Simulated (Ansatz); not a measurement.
Stepwise reaction of `B[SiH](B)F` with hydrogen chloride, as a gas-phase model of exchange steps in deposition or etching. ΔE in kJ/mol; ΔG adds harmonic PBE0-D4 terms to CCSD(T)/CBS, at 1 bar.

Program: Ansatz. Geometries: PBE0-D4/def2-TZVP. ΔE: electronic, gas phase. CBS: MP2 limit from def2 TZ/QZ plus the TZ coupled-cluster correction, frozen cores. This one scheme is used for every species. DFT in def2-TZVPP. B3LYP here is the variant with VWN-RPA as its local correlation; programs differ in this.

| step | reaction | PBE-D4 | B3LYP-D4 | ωB97M-V | CCSD(T)/CBS | ΔG(400 K) |
| --- | --- | --- | --- | --- | --- | --- |
| 1 | `B[SiH](B)F` + HCl → `B[SiH](F)Cl` + BH₃ | -101.1 | -117.5 | -122.6 | -119.3 | -114.3 |
| 2 | `B[SiH](F)Cl` + HCl → `F[SiH](Cl)Cl` + BH₃ | -106.1 | -117.1 | -123.6 | -119.5 | -113.4 |

Q: By hand: ΔE of the 2 steps together at CCSD(T)/CBS.

A: (-119.3) + (-119.5) = -238.8 kJ/mol, or -119.4 kJ/mol a step.

In ΔE the steps differ by no more than 0.2 kJ/mol. All are downhill at CCSD(T)/CBS. ΔG lies between -114.3 and -113.4 kJ/mol a step. PBE-D4 differs from CCSD(T)/CBS by 13.4 to 18.2 kJ/mol a step. Isolated molecules leave out the surface, adducts and barriers. Largest T1 diagnostic: 0.013.
